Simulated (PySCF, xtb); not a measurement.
HfO2, SMILES [O]=[Hf]=[O], multiplicity 1.

GFN2-xTB (xtb 6.7.1) at its own geometry gives an orbital gap of 2.48 eV and a dipole moment of 8.05 D.

Geometry optimised at B3LYP-D3(BJ)/def2-TZVP. The multiplicity is an assumed one; other spin states were not compared. The isomer is the one that the SMILES or the coordinates give; other isomers of the formula were not compared. The def2 effective core potentials stand for the cores of Hf; spin–orbit coupling is left out.

What does M06-2X/def2-TZVPD run with PySCF give? (An estimate is asked for; the answer gives what the named calculation found.)

gap 5.25 eV (levels -8.37 and -3.12 eV), dipole 8.56 D.
